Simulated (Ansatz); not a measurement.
`BBCl` + `C[SiH](O)F` → `BBO[SiH](C)F` + HCl at 298.15 K and 1 bar (ligand exchange at a B–Cl bond).

Computed with Ansatz on PBE0-D4/def2-TZVP structures; ΔE is electronic, products minus reactants. CCSD(T)/CBS adds triple-zeta CCSD(T) − MP2 to the extrapolated MP2 energy (def2 sets, frozen cores). This one scheme is used for every species. Each species was taken in one conformer, which may not be the lowest.

```
       species  CCSD(T)/CBS energy (Eh)  H − E (kJ/mol)  S (J/(mol·K))
        `BBCl`               -511.15624           100.6          279.9
  `C[SiH](O)F`               -505.24344           182.7          314.7
`BBO[SiH](C)F`               -556.02948           252.0          391.4
           HCl               -460.38127            26.6          186.8
```

H − E and S are ideal-gas, rigid-rotor, harmonic terms from PBE0-D4/def2-TZVP, for one conformer and one mirror image of each species. 1 Eh = 2625.50 kJ/mol, R = 8.31446 J/(mol·K).

**Question.** By hand: ΔE, ΔH, ΔS and ΔG.

**Answer.** ΔE = (-556.02948) + (-460.38127) − (-511.15624) − (-505.24344) = -0.01107 Eh = -29.1 kJ/mol. Δ(H − E) = 252.0 + 26.6 − 100.6 − 182.7 = -4.7, so ΔH = -33.8 kJ/mol. ΔS = 391.4 + 186.8 − 279.9 − 314.7 = -16.4 J/(mol·K). ΔG = -33.8 − 298.15 × (-16.4)/1000 = -28.9 kJ/mol.

**Question.** By hand: the equilibrium constant, and the temperature at which ΔG would vanish if ΔH and ΔS stayed fixed.

**Answer.** log₁₀ K = −ΔG/(RT ln 10) = 5.1. ΔG = 0 at ΔH/ΔS = 2061 K, though so small a ΔS makes that figure unsure.

ΔH outweighs TΔS. A doubt of 5 kJ/mol in ΔE shifts log₁₀ K by 0.9 here. Other conformers and mirror images would add mixing entropy, several J/(mol·K) or more a flexible species. Modes under 60 cm⁻¹, often nearly free rotors, make the harmonic entropy too high. These are equilibria of isolated gas molecules and say nothing of rates. Largest T1 diagnostic: 0.012 (customary marks: 0.02 for closed shells, 0.045 for open ones).
